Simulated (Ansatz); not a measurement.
Born–Oppenheimer molecular dynamics of C₂H₉AlOSi (14 atoms, charge 0, multiplicity 1). It starts at the highest image of a converged band. Of that band: Neighbouring images differ by up to 2.2 eV, so the band resolves the path poorly. A vibrational analysis at the climbing image gives one clearly imaginary mode, 1347i cm⁻¹: a first-order saddle point.

These are results of RKS LDA/def2-SVP (Ansatz 0.2.0), not measurements.

* ensemble: NVE (velocity Verlet)
* time step: 0.5 fs
* steps asked: 200
* starting velocities drawn for: 100 K
* seed: 8712

First frame:

```xyz
14
Properties=species:S:1:pos:R:3
C -1.517 0.560 1.248
Al 0.290 -0.064 1.573
O 1.513 0.674 0.484
Si 1.367 -0.668 -0.747
C 0.218 -0.132 -2.119
H -1.701 0.780 0.173
H -1.704 1.502 1.809
H -2.274 -0.180 1.586
H 0.844 -0.817 2.867
H 2.570 -0.113 0.135
H 0.429 -1.524 0.220
H -0.673 0.373 -1.684
H 0.742 0.580 -2.791
H -0.118 -1.001 -2.725
```

(1) How far do the bonds stretch over the last three quarters of this one trajectory? (Pairs bonded in most of those frames.)

## Answers

(1) 
```
   bond  mean (Å)  spread (Å)  shortest  longest
 C1–Al2     1.928       0.057      1.82     2.01
  C1–H6     1.113       0.009      1.10     1.13
  C1–H7     1.117       0.013      1.09     1.14
  C1–H8     1.113       0.010      1.10     1.13
 Al2–O3     1.828       0.134      1.58     2.04
Al2–Si4     2.688       0.123      2.52     2.91
 Al2–H9     1.599       0.016      1.57     1.63
 O3–Si4     1.656       0.038      1.58     1.71
 Si4–C5     1.857       0.039      1.79     1.92
Si4–H10     1.592       0.147      1.36     1.87
Si4–H11     1.584       0.063      1.47     1.72
 C5–H12     1.119       0.012      1.10     1.14
 C5–H13     1.117       0.008      1.10     1.13
 C5–H14     1.122       0.014      1.09     1.16
```

Mean temperature of the second half: 849 K. The conserved energy stayed within 0.23 meV per atom of its start (net change -0.15 meV per atom), so the integration is sound. The system heated up, since it started high on the potential surface and ran downhill. A run of 0.1 ps of so small a system gives no equilibrium averages. The orbitals stay closed-shell, which can raise the energy where a bond breaks towards radicals; this wasn't checked here.

Run time: 6.1 min on 2 threads of Arm Neoverse V1, with other jobs on the host, peak memory 0.15 GiB.
